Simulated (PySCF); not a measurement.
Vibration and rotation of PrH

PBE0 constants of PrH, quintet, about 2.8 electrons in the 4f shell (Mulliken), real f orbitals that mix terms (PySCF, spin-free X2C with a Gaussian nucleus, basis sets Pr x2c-SVPall, H x2c-SVPall; masses 140.9076 and 1.0078 u):

```
ωe                     : 1263.0 cm⁻¹
ωexe                   : 15.3 cm⁻¹
Be                     : 3.7191 cm⁻¹
αe                     : 0.0679 cm⁻¹
De to Pr (4f3 6s2) + H : 2.26 eV
```

(1) What force constant and bond length do these constants imply?

(2) Estimate the centrifugal constant D from the Kratzer relation and find the Dunham coefficient a1.

Spin–orbit coupling is left out, which matters for elements this heavy, above all for dissociation energies. With d or f electrons several states lie close, and the lowest PBE0 determinant need not be the measured ground state.

Results:

(1) Reduced mass μred = 1.0007 u; k = 5.8918×10⁻⁷·μred·ωe² (u, cm⁻¹, mdyn/Å) = 0.940 mdyn/Å; Re = √(16.8576/(μred·Be)) (u, cm⁻¹, Å) = 2.128 Å.

(2) D = 4Be³/ωe² = 0.000129 cm⁻¹; a1 = −1 − αeωe/(6Be²) = -2.03.
